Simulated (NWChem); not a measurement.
Atomisation of HgI₂

```
Hg
I 1 2.6347
I 1 2.6347 2 180.00
```
Charge 0, spin multiplicity 1.

All runs are NWChem calculations. All single points use one geometry, from PBE/def2-SVP with def2 effective core potentials on I, Hg, a minimum by its harmonic frequencies.

Basis set: def2-TZVP. The atomisation energy is electronic alone: no zero-point, thermal, spin-orbit or counterpoise terms. No value is extrapolated to the basis-set limit. Free atoms are single determinants with multiplicities Hg 1, I 2. Correlated methods freeze the same cores in atoms and molecule, 12 orbitals in all.

The cost column gives rough processor time relative to HF; each entry includes its own SCF. Costs are the molecule's.

Effective core potentials replace the inner electrons of I, Hg; spin-orbit coupling is left out. B3LYP has NWChem's definition, with VWN1-RPA local correlation. GW and range-separated runs recompute their integrals, the others keep them in memory, which bears on the times. The structure started from a generated list of species. The stability of the SCF solutions was not checked. Open-shell Hartree-Fock references start from PBE0 orbitals; any time given for them includes that run.

```csv
method,atomisation energy (kcal/mol),relative cost
B3LYP,68.3,under 3
LC-wPBE (omega 0.3 per bohr),75.6,20
MP2,…,4
PBE,78.3,under 3
PBE0,78.2,under 3
HF,…,1
BP86,75.7,under 3
CAM-B3LYP,…,20
```

### Question
Fill in the missing entries.

### Answer

- MP2, atomisation energy (kcal/mol): 76.0
- HF, atomisation energy (kcal/mol): 48.9
- CAM-B3LYP, atomisation energy (kcal/mol): 71.1
